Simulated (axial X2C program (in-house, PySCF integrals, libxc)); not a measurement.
**MoSe⁺: from the spin-free to the two-component result**

Computed with an in-house relativistic program for diatomic molecules. Spin-free means the one-electron spin-free X2C Hamiltonian; two-component (2c) means X2C with spin–orbit coupling and atomic mean-field two-electron Coulomb and Gaunt terms, so the difference of the two also holds small scalar two-electron terms. Basis: Mo dyall-cv3z [11s12p9d5f3g], Se dyall-cv3z [8s9p6d4f1g] (cores contracted in-house); Gaussian nuclei, density fitting, unrestricted open shells. Masses: Mo 97.905 u, Se 79.917 u.

Spin-free state: M_S = 3/2, Λ = 0 (beyond evenly filled blocks: σα, δ+α, δ-α); fragments Mo+ + Se.

```json
{"level": "PBE0", "Re (Å)": "2.222", "ωe (cm⁻¹)": "315.9", "De (eV)": "2.988", "μ (D)": "-4.20"}
{"level": "CCSD", "Re (Å)": "2.254", "ωe (cm⁻¹)": "298.8", "De (eV)": "2.293", "μ (D)": "n/a"}
{"level": "CCSD(T)", "Re (Å)": "2.234", "ωe (cm⁻¹)": "319.1", "De (eV)": "2.538", "μ (D)": "n/a"}
{"level": "B97-3", "Re (Å)": "2.213", "ωe (cm⁻¹)": "324.3", "De (eV)": "3.080", "μ (D)": "-4.33"}
```

Correlated methods: 11 electrons correlated (number of frozen shells: Mo 4 s, 3 p, 1 d; Se 3 s, 2 p, 1 d), 309 virtual spin orbitals or spinors in MP2, 90 natural virtuals in coupled cluster.

Dipoles are positive if Se is the positive end and refer to the centre of mass.

Two-component determinant lowest at the distance of the search:

Ω = 3/2 (⟨Sz⟩ = 1.51, ⟨Lz⟩ = -0.01 at HF); fragments Mo+ + Se.

| level | Re (Å) | ωe (cm⁻¹) | De (eV) | μ (D) |
| --- | --- | --- | --- | --- |
| PBE0 | 2.223 | 315.0 | 2.929 | -4.19 |
| CCSD | 2.255 | 297.3 | 2.177 | n/a |
| CCSD(T) | 2.235 | 317.9 | 2.414 | n/a |
| B97-3 | 2.215 | 322.9 | 2.976 | -4.31 |

Problem. From the two tables, how do the constants change at the CCSD(T) level (2c against spin-free)?

Solution. At the CCSD(T) level Re goes up by 0.001 Å and ωe falls by 1.2 cm⁻¹; De changes by -0.124 eV.

The state is a single determinant with fixed occupations, the lowest that a limited PBE0 search found. Dissociation energies refer to the lowest single-determinant-based atoms at the same level and basis. Density functionals use the spin component along the axis (collinear). Coupled cluster ran in a truncated set of natural virtual spinors; the MP2 energy of the rest was added. (T) has no such correction and the atoms are truncated less, which lowers De at CCSD(T) by a hundredth of an eV or more. The functionals have no current-density term, which raises determinants with orbital currents, atoms included. With several unpaired electrons one determinant need not be a pure state. This is the top spin component of a Σ state; components of lower Ω are not single determinants and can lie lower. The determinant is spin-polarised beyond a pure state at some levels (its spin-free form has ⟨S²⟩ too high), which makes Re and μ there less reliable. The T1 diagnostic is large, a sign of multireference character. With the outer-core shells frozen, correlated bond lengths of heavy atoms tend to come out a few hundredths of an ångström too long.
